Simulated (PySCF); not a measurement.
Run record: geometry optimisation, `C=C1C=CC(Br)=C1`.

Method: PBE0/def2-SVP geometry optimisation, gas phase (PySCF 2.14.0). Start geometry: GFN2-xTB. The input is one job of a driver script: a line of settings, then coordinates in Å.

Input:
```
{"job": {"xc": "PBE0", "basis": "def2-SVP", "grid": 1, "kind": "geom"}, "charge": 0, "multiplicity": 1}
C      1.902875     0.209049     0.773350
C      0.674174     0.089835     0.263241
C     -0.005638     1.039672    -0.620339
C     -1.223823     0.556608    -0.910259
C     -1.373442    -0.720406    -0.224965
Br    -2.935559    -1.763022    -0.346241
C     -0.259948    -1.010622     0.473171
H      2.519333     1.065546     0.557660
H      2.322203    -0.545045     1.417960
H      0.432638     1.959467    -0.957500
H     -1.985444     0.993774    -1.528851
H     -0.066171    -1.875543     1.076745
```

Output:
```
step   0  E = -2804.69321138  max force = 0.010947
step   1  E = -2804.69474287  max force = 0.002319
step   2  E = -2804.69476094  max force = 0.000954
step   3  E = -2804.69476591  max force = 0.000511
step   4  E = -2804.69476798  max force = 0.000213
optimisation converged
```

Energies in Eh; «max force» is the largest Cartesian gradient component in Eh/bohr.

**Question.** Give the first gradient maximum in eV/Å.

**Answer.** With 1 Eh/bohr = 51.422 eV/Å, 0.563 eV/Å.

**Question.** How much energy does the optimisation release, in kJ/mol?

**Answer.** E(step 0) − E(last step) = 0.001557 Eh, which is 4.1 kJ/mol.

Summary of the converged run: final energy -2804.69477 Eh after 4 steps; dipole 2.03 D.

On one thread, Intel Xeon at 2.70 GHz (x86_64), shared host with 64 logical CPUs at a one-minute load of 60, this took 59 s and 0.61 GiB of memory at its peak.
Labels such as C1 count atoms from 1, the log's own numbers from 0.
